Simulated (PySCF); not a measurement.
H3Ga, triplet, at the geometry of the source list (a higher spin typed on purpose: for a closed-shell molecule this is an excited state); CASSCF(8,9)/cc-pVDZ run with PySCF.

Here is a job for PySCF.
```python
from pyscf import gto, scf, mcscf
import numpy

mol = gto.Mole()
mol.atom = '''
    Ga   -0.00060000   -0.00080000   -0.00110000
    H     0.65390000   -0.42570000    1.35580000
    H    -0.34850000    1.50560000   -0.25940000
    H    -0.30480000   -1.07920000   -1.09530000
'''
mol.basis = 'cc-pvdz'
mol.spin = 2
mol.verbose = 4
mol.build()

mf = scf.ROHF(mol)
mf.kernel()
mc = mcscf.CASSCF(mf, 9, 8)
mc.fix_spin_(ss=2.0)
mc.kernel()
occ = numpy.linalg.eigvalsh(mc.fcisolver.make_rdm1(mc.ci, mc.ncas, mc.nelecas))[::-1]
ss = mc.fcisolver.spin_square(mc.ci, mc.ncas, mc.nelecas)[0]
print('natural occupations', occ.round(4), ' <S^2>', round(ss, 4))
```

**Question.** What does PySCF print? Leave out banner, timings and long lists.

**Answer.** 
```
PySCF version 2.14.0

[INPUT] verbose = 4
[INPUT] num. atoms = 4
[INPUT] num. electrons = 34
[INPUT] charge = 0
[INPUT] spin (= nelec alpha-beta = 2S) = 2
[INPUT] symmetry False subgroup None
[INPUT] Mole.unit = angstrom
[INPUT] Symbol           X                Y                Z      unit          X                Y                Z       unit  Magmom
[...]
nuclear repulsion = 32.0055097975743
number of shells = 15
number of NR pGTOs = 98
number of NR cGTOs = 42
basis = cc-pvdz
ecp = {}

******** <class 'pyscf.scf.rohf.ROHF'> ********
method = ROHF
initial guess = minao
damping factor = 0
level_shift factor = 0
DIIS = <class 'pyscf.scf.diis.CDIIS'>
diis_start_cycle = 1
diis_space = 8
diis_damp = 0
SCF conv_tol = 1e-09
SCF conv_tol_grad = None
SCF max_cycles = 50
direct_scf = True
direct_scf_tol = 1e-13
num. doubly occ = 16  num. singly occ = 2
Set gradient conv threshold to 3.16228e-05
init E= -1924.15076783985
[...]
cycle= 1 E= -1924.70548218965  delta_E= -0.555  |g|= 0.178  |ddm|= 1.06
[...]
cycle= 2 E= -1924.72992919472  delta_E= -0.0244  |g|= 0.0464  |ddm|= 0.279
[...]
cycle= 3 E= -1924.73187504919  delta_E= -0.00195  |g|= 0.0248  |ddm|= 0.0566
[...]
cycle= 4 E= -1924.73316102946  delta_E= -0.00129  |g|= 0.0185  |ddm|= 0.0389
[...]
cycle= 5 E= -1924.73565387251  delta_E= -0.00249  |g|= 0.0283  |ddm|= 0.0658
[...]
cycle= 6 E= -1924.73210512522  delta_E= 0.00355  |g|= 0.0269  |ddm|= 0.0913
[...]
cycle= 7 E= -1924.7290960261  delta_E= 0.00301  |g|= 0.0436  |ddm|= 0.168
[...]
cycle= 8 E= -1924.72923307247  delta_E= -0.000137  |g|= 0.0415  |ddm|= 0.00353
[...]
cycle= 9 E= -1924.73046770809  delta_E= -0.00123  |g|= 0.00772  |ddm|= 0.0615
[...]
cycle= 10 E= -1924.73051407497  delta_E= -4.64e-05  |g|= 0.00214  |ddm|= 0.00996
[...]
cycle= 11 E= -1924.7305165672  delta_E= -2.49e-06  |g|= 0.00054  |ddm|= 0.00614
[...]
cycle= 12 E= -1924.73051656876  delta_E= -1.56e-09  |g|= 0.00047  |ddm|= 0.000525
[...]
cycle= 13 E= -1924.7305167029  delta_E= -1.34e-07  |g|= 8.8e-05  |ddm|= 0.0007
[...]
cycle= 14 E= -1924.73051670572  delta_E= -2.82e-09  |g|= 8.18e-06  |ddm|= 0.000216
[...]
cycle= 15 E= -1924.73051670571  delta_E= 1.77e-11  |g|= 1.77e-06  |ddm|= 3.33e-05
[...]
Extra cycle  E= -1924.73051670572  delta_E= -1.59e-11  |g|= 1.87e-06  |ddm|= 4.91e-06
converged SCF energy = -1924.73051670572

******** <class 'pyscf.mcscf.mc1step.CASSCF'> ********
CAS (5e+3e, 9o), ncore = 13, nvir = 20
max_cycle_macro = 50
max_cycle_micro = 4
conv_tol = 1e-07
conv_tol_grad = None
orbital rotation max_stepsize = 0.02
orbital rotation threshold for CI restart = 0.01
augmented hessian ah_max_cycle = 30
augmented hessian ah_conv_tol = 1e-12
augmented hessian ah_linear dependence = 1e-14
augmented hessian ah_level shift = 1e-08
augmented hessian ah_start_tol = 2.5
augmented hessian ah_start_cycle = 3
augmented hessian ah_grad_trust_region = 3
kf_trust_region = 3
kf_interval = 4
ci_response_space = 4
ci_grad_trust_region = 3
with_dep4 0
natorb = False
canonicalization = True
sorting_mo_energy = False
ao2mo_level = 2
internal_rotation = False
******** <class 'pyscf.fci.addons.SpinPenaltyFCISolver'> ********
max. cycles = 50
conv_tol = 1e-08
davidson only = True
linear dependence = 1e-12
level shift = 0.001
max iter space = 12
nroots = 1
pspace_size = 400
spin = None
CASCI E = -1924.75655298867  S^2 = 2.0000000
Set conv_tol_grad to 0.000316228
macro iter   1 ( 21 JK    4 micro), CASSCF E = -1924.78377704953  dE = -2.72240609e-02  S^2 = 2.0000000
               |grad[o]|=0.0356  |grad[c]|=0.0294  |ddm|=0.0507  |maxRot[o]|=0.286
macro iter   2 ( 21 JK    4 micro), CASSCF E = -1924.79094639779  dE = -7.16934826e-03  S^2 = 2.0000000
               |grad[o]|=0.0223  |grad[c]|=0.00971  |ddm|=0.00973  |maxRot[o]|=0.265
macro iter   3 ( 21 JK    4 micro), CASSCF E = -1924.79223150685  dE = -1.28510906e-03  S^2 = 2.0000000
               |grad[o]|=0.00592  |grad[c]|=0.00688  |ddm|=0.004  |maxRot[o]|=0.261
macro iter   4 ( 21 JK    4 micro), CASSCF E = -1924.79249619537  dE = -2.64688527e-04  S^2 = 2.0000000
               |grad[o]|=0.00167  |grad[c]|=0.00892  |ddm|=0.00146  |maxRot[o]|=0.122
macro iter   5 (  7 JK    2 micro), CASSCF E = -1924.79260404006  dE = -1.07844683e-04  S^2 = 2.0000000
               |grad[o]|=0.00179  |grad[c]|= 0.02  |ddm|=0.00141  |maxRot[o]|=0.0699
macro iter   6 (  7 JK    2 micro), CASSCF E = -1924.79267281436  dE = -6.87743002e-05  S^2 = 2.0000000
               |grad[o]|=0.0014  |grad[c]|=0.0167  |ddm|=0.000813  |maxRot[o]|=0.0699
macro iter   7 (  7 JK    2 micro), CASSCF E = -1924.79273168596  dE = -5.88716039e-05  S^2 = 2.0000000
               |grad[o]|=0.0012  |grad[c]|=0.0156  |ddm|=0.0007  |maxRot[o]|=0.0699
macro iter   8 (  7 JK    2 micro), CASSCF E = -1924.79278947816  dE = -5.77921987e-05  S^2 = 2.0000000
               |grad[o]|=0.00124  |grad[c]|=0.0149  |ddm|=0.000686  |maxRot[o]|=0.0699
macro iter   9 (  7 JK    2 micro), CASSCF E = -1924.79284907358  dE = -5.95954168e-05  S^2 = 2.0000000
               |grad[o]|=0.00117  |grad[c]|=0.0143  |ddm|=0.000705  |maxRot[o]|=0.0699
macro iter  10 (  7 JK    2 micro), CASSCF E = -1924.79291191619  dE = -6.28426105e-05  S^2 = 2.0000000
               |grad[o]|=0.00116  |grad[c]|=0.0139  |ddm|=0.000748  |maxRot[o]|=0.0699
macro iter  11 (  7 JK    2 micro), CASSCF E = -1924.79297851157  dE = -6.65953887e-05  S^2 = 2.0000000
               |grad[o]|=0.00132  |grad[c]|=0.0136  |ddm|=0.00077  |maxRot[o]|=0.0699
macro iter  12 (  7 JK    2 micro), CASSCF E = -1924.79304868722  dE = -7.01756455e-05  S^2 = 2.0000000
               |grad[o]|=0.00129  |grad[c]|=0.0133  |ddm|=0.000817  |maxRot[o]|=0.0699
macro iter  13 (  7 JK    2 micro), CASSCF E = -1924.79312200453  dE = -7.33173126e-05  S^2 = 2.0000000
               |grad[o]|=0.00142  |grad[c]|=0.013  |ddm|=0.000849  |maxRot[o]|=0.0699
macro iter  14 (  7 JK    2 micro), CASSCF E = -1924.79319766625  dE = -7.56617128e-05  S^2 = 2.0000000
[...]
macro iter  22 ( 17 JK    4 micro), CASSCF E = -1924.79465120899  dE = -3.56332758e-04  S^2 = 2.0000000
               |grad[o]|=0.00426  |grad[c]|=0.0206  |ddm|=0.00386  |maxRot[o]|=0.146
macro iter  23 ( 17 JK    4 micro), CASSCF E = -1924.79501924012  dE = -3.68031126e-04  S^2 = 2.0000000
               |grad[o]|=0.00539  |grad[c]|=0.0203  |ddm|=0.00449  |maxRot[o]|=0.137
macro iter  24 ( 17 JK    4 micro), CASSCF E = -1924.79519393077  dE = -1.74690649e-04  S^2 = 2.0000000
               |grad[o]|=0.00706  |grad[c]|=0.0235  |ddm|=0.00363  |maxRot[o]|=0.0867
macro iter  25 ( 21 JK    4 micro), CASSCF E = -1924.79543346676  dE = -2.39535998e-04  S^2 = 2.0000000
               |grad[o]|=0.00809  |grad[c]|=0.0107  |ddm|=0.0026  |maxRot[o]|=0.0879
macro iter  26 ( 17 JK    4 micro), CASSCF E = -1924.79567808353  dE = -2.44616765e-04  S^2 = 2.0000000
               |grad[o]|=0.00875  |grad[c]|=0.0344  |ddm|=0.00429  |maxRot[o]|=0.067
macro iter  27 ( 21 JK    4 micro), CASSCF E = -1924.79579346183  dE = -1.15378301e-04  S^2 = 2.0000000
               |grad[o]|=0.00872  |grad[c]|=0.0193  |ddm|=0.00367  |maxRot[o]|=0.078
macro iter  28 ( 21 JK    4 micro), CASSCF E = -1924.79591014507  dE = -1.16683236e-04  S^2 = 2.0000000
               |grad[o]|=0.00853  |grad[c]|=0.0273  |ddm|=0.00352  |maxRot[o]|=0.0446
macro iter  29 ( 21 JK    4 micro), CASSCF E = -1924.79596996186  dE = -5.98167892e-05  S^2 = 2.0000000
               |grad[o]|=0.00804  |grad[c]|=0.012  |ddm|=0.00185  |maxRot[o]|=0.0377
macro iter  30 ( 21 JK    4 micro), CASSCF E = -1924.79603922013  dE = -6.92582705e-05  S^2 = 2.0000000
               |grad[o]|=0.00804  |grad[c]|=0.00744  |ddm|=0.00154  |maxRot[o]|=0.0546
macro iter  31 ( 21 JK    4 micro), CASSCF E = -1924.79610462015  dE = -6.54000235e-05  S^2 = 2.0000000
               |grad[o]|=0.00731  |grad[c]|=0.013  |ddm|=0.00158  |maxRot[o]|=0.0256
macro iter  32 ( 21 JK    4 micro), CASSCF E = -1924.79616676212  dE = -6.21419674e-05  S^2 = 2.0000000
               |grad[o]|=0.00672  |grad[c]|=0.0187  |ddm|=0.0019  |maxRot[o]|=0.0394
macro iter  33 ( 17 JK    4 micro), CASSCF E = -1924.79625376339  dE = -8.70012761e-05  S^2 = 2.0000000
               |grad[o]|=0.00628  |grad[c]|=0.0186  |ddm|=0.00185  |maxRot[o]|=0.0555
macro iter  34 ( 17 JK    4 micro), CASSCF E = -1924.79639697068  dE = -1.43207288e-04  S^2 = 2.0000000
               |grad[o]|=0.00559  |grad[c]|=0.052  |ddm|=0.00538  |maxRot[o]|=0.0797
macro iter  35 ( 17 JK    4 micro), CASSCF E = -1924.79648000285  dE = -8.30321708e-05  S^2 = 2.0000000
               |grad[o]|=0.00465  |grad[c]|=0.0554  |ddm|=0.00541  |maxRot[o]|=0.0832
macro iter  36 (  7 JK    2 micro), CASSCF E = -1924.79655063480  dE = -7.06319465e-05  S^2 = 2.0000000
               |grad[o]|=0.00414  |grad[c]|=0.0256  |ddm|=0.00289  |maxRot[o]|=0.0699
macro iter  37 ( 16 JK    4 micro), CASSCF E = -1924.79653228296  dE =  1.83518398e-05  S^2 = 2.0000000
               |grad[o]|=0.00306  |grad[c]|=0.0443  |ddm|=0.00516  |maxRot[o]|=0.0985
macro iter  38 ( 21 JK    4 micro), CASSCF E = -1924.79655871340  dE = -2.64304419e-05  S^2 = 2.0000000
               |grad[o]|=0.00303  |grad[c]|=0.00573  |ddm|=0.000847  |maxRot[o]|=0.0227
macro iter  39 (  7 JK    2 micro), CASSCF E = -1924.79660349961  dE = -4.47862089e-05  S^2 = 2.0000000
               |grad[o]|=0.0025  |grad[c]|=0.0116  |ddm|=0.0012  |maxRot[o]|=0.0383
macro iter  40 (  6 JK    2 micro), CASSCF E = -1924.79663332479  dE = -2.98251850e-05  S^2 = 2.0000000
               |grad[o]|=0.00213  |grad[c]|=0.00904  |ddm|=0.00114  |maxRot[o]|=0.037
macro iter  41 ( 15 JK    4 micro), CASSCF E = -1924.79659424673  dE =  3.90780672e-05  S^2 = 2.0000000
               |grad[o]|=0.00184  |grad[c]|=0.0439  |ddm|=0.00463  |maxRot[o]|=0.089
macro iter  42 ( 21 JK    4 micro), CASSCF E = -1924.79661555531  dE = -2.13085805e-05  S^2 = 2.0000000
               |grad[o]|=0.00198  |grad[c]|=0.00446  |ddm|=0.000651  |maxRot[o]|=0.0159
macro iter  43 (  7 JK    2 micro), CASSCF E = -1924.79664927761  dE = -3.37222998e-05  S^2 = 2.0000000
               |grad[o]|=0.00167  |grad[c]|=0.00756  |ddm|=0.000729  |maxRot[o]|=0.0355
macro iter  44 (  7 JK    2 micro), CASSCF E = -1924.79667542837  dE = -2.61507607e-05  S^2 = 2.0000000
               |grad[o]|=0.00148  |grad[c]|=0.0106  |ddm|=0.0012  |maxRot[o]|=0.0498
macro iter  45 ( 15 JK    4 micro), CASSCF E = -1924.79662360636  dE =  5.18220036e-05  S^2 = 2.0000000
               |grad[o]|=0.00131  |grad[c]|=0.0534  |ddm|=0.00528  |maxRot[o]|=0.0905
macro iter  46 ( 21 JK    4 micro), CASSCF E = -1924.79663981419  dE = -1.62078225e-05  S^2 = 2.0000000
               |grad[o]|=0.00162  |grad[c]|=0.00322  |ddm|=0.000367  |maxRot[o]|=0.0133
macro iter  47 (  7 JK    2 micro), CASSCF E = -1924.79667333880  dE = -3.35246111e-05  S^2 = 2.0000000
               |grad[o]|=0.00135  |grad[c]|=0.00692  |ddm|=0.000576  |maxRot[o]|=0.035
macro iter  48 (  6 JK    2 micro), CASSCF E = -1924.79669118939  dE = -1.78505948e-05  S^2 = 2.0000000
               |grad[o]|=0.00117  |grad[c]|=0.00485  |ddm|=0.000568  |maxRot[o]|=0.0355
macro iter  49 (  6 JK    2 micro), CASSCF E = -1924.79670326385  dE = -1.20744542e-05  S^2 = 2.0000000
               |grad[o]|=0.00107  |grad[c]|=0.00502  |ddm|=0.00075  |maxRot[o]|=0.0421
macro iter  50 ( 10 JK    3 micro), CASSCF E = -1924.79669738800  dE =  5.87584964e-06  S^2 = 2.0000000
               |grad[o]|=0.000988  |grad[c]|=0.00593  |ddm|=0.000984  |maxRot[o]|=0.0305
1-step CASSCF not converged,  50 macro (665 JK 153 micro) steps
CASSCF canonicalization
Density matrix diagonal elements [1.99931666 1.94531613 1.521688   1.41065435 0.99322919 0.03689441
 0.02824742 0.0545016  0.01015223]
CASSCF energy = -1924.79669738800
CASCI E = -1924.79669738800  E(CI) = -15.6385370553176  S^2 = 2.0000000
natural occupations [1.9995 1.9602 1.9273 1.0144 0.9941 0.0567 0.0247 0.0144 0.0088]  <S^2> 2.0
```

The run did not converge; its last values are not results.
